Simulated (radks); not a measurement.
These are the eigenvalues of the occupied orbitals of an atom or ion with whole-number occupations (hartree). All-electron calculation, Dirac Kohn-Sham, PBE, spin-unpolarised, spherical densities, finite nucleus; Fermi nuclear charge, rms radius of each element as measured or else 0.836 A^(1/3) + 0.57 fm. Program: a radial shooting solver on a logarithmic mesh with Libxc functionals.

orbital  eigenvalue
1s1/2     -301.8418
2s1/2     -36.16273
2p1/2     -31.55753
2p3/2     -30.91473
3s1/2      -4.20042
3p1/2      -2.80269
3p3/2      -2.72284
3d3/2      -0.48128
3d5/2      -0.47315

Which element is it, and in what charge state? The configuration may be excited. Open shells, if any, are shared by 2j + 1.

Answer. Z = 28, nickel, charge +1: Ni+ in [Ar] 3d9. The list shows which subshells hold electrons but not how many an open one holds; the 1s level, -301.84 hartree, gives Z - s = 24.6 by -(Z - s)^2/2, which with screening and relativity narrows Z to a few neighbours, and the depths of the outer levels then fix element, charge and occupations together.
